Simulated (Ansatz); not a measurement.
Geometry optimisation, RKS PBE-D4/6-31G* (Ansatz 0.2.0).

The input (input.yaml):

```yaml
crystal:
  periodic: [false, false, false]
  atoms:
    - { symbol: C, position_ang: [-2.1224, -1.3836, 0.8439] }
    - { symbol: "N", position_ang: [-1.302, -1.6794, -0.0479] }
    - { symbol: Si, position_ang: [0.3809, -1.2107, 0.0879] }
    - { symbol: B, position_ang: [0.6596, 0.7319, 0.0089] }
    - { symbol: C, position_ang: [1.4445, 1.3813, -1.163] }
    - { symbol: O, position_ang: [-0.0687, 1.5722, 1.0152] }
    - { symbol: H, position_ang: [-3.1776, -1.6382, 0.7089] }
    - { symbol: H, position_ang: [-1.8577, -0.7378, 1.7] }
    - { symbol: H, position_ang: [1.1809, -1.7963, -0.9597] }
    - { symbol: H, position_ang: [0.9488, -1.6946, 1.4075] }
    - { symbol: H, position_ang: [2.4796, 1.0268, -1.0663] }
    - { symbol: H, position_ang: [1.4493, 2.5005, -1.0181] }
    - { symbol: H, position_ang: [0.9625, 1.141, -2.146] }
    - { symbol: H, position_ang: [-0.9906, 1.7577, 0.6574] }
basis:
  gaussian: { orbitals: "6-31G*" }
hamiltonian:
  xc: pbe
  dispersion: d4
relax:
  f_tol: 0.015
  max_steps: 40
output:
  orbitals: {}
```

Run as:

```bash
$ ansatz run input.yaml --threads 2 --pin off --max-ram 3072MiB --backend cpu --events-out ev --progress --plain --runs-dir out
```

Problem. Where does it end, and by what steps?

Solution. The run converged. After 20 steps the energy has fallen by 1.254 eV; H14 moved furthest, 1.30 Å.

| step | energy less start (eV) | largest force component (eV/Å) | accepted |
| --- | --- | --- | --- |
| 0 | 0.0000 | 2.060 | yes |
| 1 | -0.0785 | 2.255 | yes |
| 2 | -0.4328 | 1.477 | yes |
| 3 | -0.6019 | 1.582 | yes |
| 4 | -0.8907 | 1.053 | yes |
| 5 | -1.0545 | 1.061 | yes |
| 6 | -1.1652 | 0.369 | yes |
| 7 | -1.1957 | 0.237 | yes |
| 8 | -1.2032 | 0.336 | yes |
| 9 | -1.2204 | 0.222 | yes |
| 10 | -1.2281 | 0.493 | yes |
| 11 | -1.2200 | 0.842 | no |
| 12 | -1.2398 | 0.217 | yes |
| 13 | -1.2457 | 0.089 | yes |
| 14 | -1.2504 | 0.222 | yes |
| 15 | -1.2519 | 0.214 | yes |
| 16 | -1.2532 | 0.048 | yes |
| 17 | -1.2532 | 0.074 | yes |
| 18 | -1.2534 | 0.068 | yes |
| 19 | -1.2536 | 0.043 | yes |
| 20 | -1.2538 | 0.008 | yes |

```xyz
14
Properties=species:S:1:pos:R:3
C -2.248 -1.817 0.949
N -1.514 -1.437 -0.023
Si 0.217 -1.082 0.166
B 0.513 0.924 -0.122
C 1.520 1.511 -1.186
O -0.241 1.716 0.702
H -3.331 -1.992 0.788
H -1.893 -2.001 1.989
H 0.931 -1.908 -0.867
H 0.740 -1.514 1.526
H 2.536 1.101 -1.033
H 1.597 2.616 -1.191
H 1.228 1.186 -2.202
H -0.068 2.668 0.532
```

Whether the end is a true minimum wasn't checked by a vibrational analysis.

Run time: 64 s on 2 threads of Arm Neoverse V1 (shared host), peak memory 0.19 GiB.
